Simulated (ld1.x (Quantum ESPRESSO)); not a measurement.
u(r) = r·R(r): atom against pseudo-atom (P (Z = 15))

Columns: radius, all-electron u(r) and pseudo u(r) of the 3p shell (level -5.56 eV) of phosphorus in the configuration [Ne] 3s2 3p3; PW91, non-relativistic, TM scheme, ld1.x (Quantum ESPRESSO) 7.5.

| r (bohr) | all-electron | pseudo |
| --- | --- | --- |
| 0.085 | 0.1049 | -0.0111 |
| 0.170 | 0.2330 | -0.0417 |
| 0.255 | 0.2935 | -0.0848 |
| 0.340 | 0.2870 | -0.1308 |
| 0.425 | 0.2329 | -0.1714 |
| 0.510 | 0.1504 | -0.2026 |
| 0.595 | 0.0540 | -0.2256 |
| 0.680 | -0.0464 | -0.2456 |
| 0.765 | -0.1445 | -0.2688 |
| 0.850 | -0.2363 | -0.3009 |
| 0.935 | -0.3197 | -0.3449 |
| 1.020 | -0.3938 | -0.3997 |
| 1.105 | -0.4583 | -0.4588 |
| 1.190 | -0.5136 | -0.5136 |
| 1.275 | -0.5599 | -0.5599 |
| 1.360 | -0.5975 | -0.5975 |
| 1.445 | -0.6272 | -0.6272 |
| 1.530 | -0.6495 | -0.6495 |
| 1.615 | -0.6652 | -0.6652 |
| 1.700 | -0.6751 | -0.6751 |
| 1.785 | -0.6798 | -0.6798 |
| 1.870 | -0.6800 | -0.6800 |
| 1.955 | -0.6765 | -0.6765 |
| 2.040 | -0.6697 | -0.6697 |
| 2.125 | -0.6602 | -0.6602 |
| 2.210 | -0.6485 | -0.6485 |

(1) How many radial nodes do the two functions have?

(2) At about which radius was the pseudo-wave matched?

(3) Is the pseudo-wave norm-conserving?

Results:

(1) The all-electron 3p function has n − l − 1 = 1; the pseudo-wave has 0, since the states of the same l below it are removed with the core.

(2) 1.20 bohr, where the columns begin to agree (steps of 0.09 bohr).

(3) Yes: the TM scheme keeps the norm inside the radius equal to the all-electron one, which fixes the energy derivative of the logarithmic derivative at the level.
